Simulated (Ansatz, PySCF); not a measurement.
Reaction (SMILES): OB(F)F [difluoroborinic acid] + 3 [H][H] (H2) → B (BH3) + 2 F (HF) + O (H2O)
Geometries: B3LYP-D3(BJ)/def2-TZVP minima from Ansatz (an electronic-structure program), one conformer each, not searched for the lowest. Frequencies are from Ansatz or PySCF.
Geometry of the first species:
```
B
F 1 1.3217
F 1 1.3324 2 118.24
O 1 1.3483 2 119.47 3 180.00
H 4 0.9626 1 114.10 2 -180.00
```

Property: energy of full hydrogenation (0 K, with B3LYP-D3(BJ) harmonic zero-point energies), in kJ/mol. Cores are frozen in the correlated levels unless marked. Spin-orbit coupling is left out. Non-relativistic. Basis-set limits of correlation are two-point, X^-3; Hartree-Fock from the larger set.

```json
[
 {"level": "HF/def2-TZVPD", "program": "PySCF", "energy of full hydrogenation (kJ/mol)": "402.5"},
 {"level": "TPSSh-D4/def2-TZVPD", "program": "PySCF + dftd4", "energy of full hydrogenation (kJ/mol)": "427.8"}
]
```

Estimate the value at CCSD(T)/CBS(cc-pVTZ,cc-pVQZ) as computed with Ansatz.

411.2 kJ/mol
